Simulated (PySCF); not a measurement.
PySCF input file for ClGeH3Se, SMILES Cl[Se][GeH3], C-PCM-M06-2X/def2-SVP. Geometry optimised at PBE0-D3(BJ)/def2-SVP.

```python
import numpy as np
from pyscf import gto, scf, dft
from pyscf.solvent import pcm

mol = gto.M(
    atom='''
    Se    0.82226549   -0.63747819   -0.00000000
    Cl   -1.04537467   -1.80330238    0.00000000
    Ge   -0.27462850    1.45929993   -0.00000000
    H    -1.13324629    1.57209443    1.26668800
    H     0.86894745    2.48861224    0.00000000
    H    -1.13324629    1.57209443   -1.26668799
    ''',
    basis='def2-SVP',
    charge=0,
    spin=0,
    max_memory=1600,
    verbose=3,
)
mf = dft.RKS(mol, xc='m06-2x').density_fit(auxbasis='def2-universal-jkfit')
mf.grids.level = 4
mf.conv_tol = 1e-9
mf.max_cycle = 100
mf.kernel()
res = {}
for name, eps in {'water': 78.355, 'tetrahydrofuran': 7.4257, 'acetonitrile': 35.688}.items():
    s = mf.PCM()
    s.with_solvent.method, s.with_solvent.eps, s.with_solvent.lebedev_order = 'C-PCM', eps, 29
    s.kernel(mf.make_rdm1())
    res[name] = (s.e_tot, eps, s.dip_moment(), s.mo_energy, s.converged)
    print(f'{name}: electrostatic solvation free energy {(s.e_tot - mf.e_tot) * 627.509474:.3f} kcal/mol')
```

Program output:

```
converged SCF energy = -4939.88103223774

WARN: PCM is an experimental feature. It is still in testing.
Features and APIs may be changed in the future.

converged SCF energy = -4939.88457356071
Dipole moment(X, Y, Z, Debye):  0.45594,  3.01118, -0.00000
water: electrostatic solvation free energy -2.222 kcal/mol

WARN: PCM is an experimental feature. It is still in testing.
Features and APIs may be changed in the future.

converged SCF energy = -4939.88405858182
Dipole moment(X, Y, Z, Debye):  0.42660,  2.88457, -0.00000
tetrahydrofuran: electrostatic solvation free energy -1.899 kcal/mol

WARN: PCM is an experimental feature. It is still in testing.
Features and APIs may be changed in the future.

converged SCF energy = -4939.88450753082
Dipole moment(X, Y, Z, Debye):  0.45209,  2.99478, -0.00000
acetonitrile: electrostatic solvation free energy -2.181 kcal/mol
```

Self-consistency was reached.

Cost: roughly 80 core-seconds.
